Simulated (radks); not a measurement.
Results of a calculation; reference values are marked as such.
Question: The mean radii <r> (bohr) of the occupied orbitals of an atom or ion are listed with their occupations. Level of theory: Dirac Kohn-Sham, BLYP, spin-unpolarised, spherical densities, finite nucleus; Fermi nuclear charge, rms radius of each element as measured or else 0.836 A^(1/3) + 0.57 fm (a radial shooting solver on a logarithmic mesh with Libxc functionals).

orbital  occ.      <r>
1s1/2       2  0.02611
2s1/2       2   0.1109
2p1/2       2  0.09335
2p3/2       4  0.09910
3s1/2       2   0.2795
3p1/2       2   0.2669
3p3/2       4   0.2764
3d3/2       3   0.2424

Name the element and its charge. Open shells, if any, fill j = l - 1/2 first.

Answer: Z = 55, caesium, charge +34: Cs34+ in [Ar] 3d3. The 1s radius gives Z: for a bare nucleus <r> = (2 gamma + 1)/(2Z) with gamma = sqrt(1 - (Z/c)^2), 0.02574 bohr for Z = 55, and screening makes it slightly larger (0.02611 here). The occupations add up to 21, and the charge is Z minus that.
